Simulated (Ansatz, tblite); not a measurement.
Adding an electron: the cluster Ga₃H₆⁺ (the lowest singlet isomer of a short search). Charge 1, multiplicity 1. Geometry: PBE0-D4/def2-SVP. Ansatz, gas phase; energy differences of separate SCF runs; the reduced species was run as a doublet alone.

Cartesian coordinates in Å:
```
Ga -0.638 1.175 -0.683
Ga 0.421 -1.191 -0.529
Ga -0.045 0.802 1.656
H 0.888 -2.519 -1.147
H 0.235 0.803 3.182
H -1.177 -0.558 -0.680
H -1.207 1.993 -1.855
H 0.582 -0.871 1.120
H 0.940 0.366 -1.066
```

The xTB rows come from tblite. The structure comes from a short search, and lower isomers may exist.

```json
{"level": "GFN2-xTB", "−HOMO (eV)": "15.57", "−LUMO (eV)": "12.21", "vertical EA (eV)": "9.84", "HOMO–LUMO gap (eV)": "3.36"}
{"level": "r2SCAN-D4/def2-TZVP", "−HOMO (eV)": "11.89", "−LUMO (eV)": "7.64", "vertical EA (eV)": "5.56", "HOMO–LUMO gap (eV)": "4.25"}
{"level": "PBE0-D4/def2-TZVP", "−HOMO (eV)": "12.62", "−LUMO (eV)": "7.04", "vertical EA (eV)": "5.45", "HOMO–LUMO gap (eV)": "5.59"}
```

(1) Estimate the rows for GFN1-xTB, PBE-D4/def2-TZVP.

Answers

(1) 
```json
{"level": "GFN1-xTB", "−HOMO (eV)": "15.46", "−LUMO (eV)": "11.21", "vertical EA (eV)": "8.82", "HOMO–LUMO gap (eV)": "4.25"}
{"level": "PBE-D4/def2-TZVP", "−HOMO (eV)": "11.63", "−LUMO (eV)": "7.83", "vertical EA (eV)": "5.47", "HOMO–LUMO gap (eV)": "3.80"}
```

  Raw xTB energy differences between charge states are shifted by several eV; the methods need an empirical correction for them.
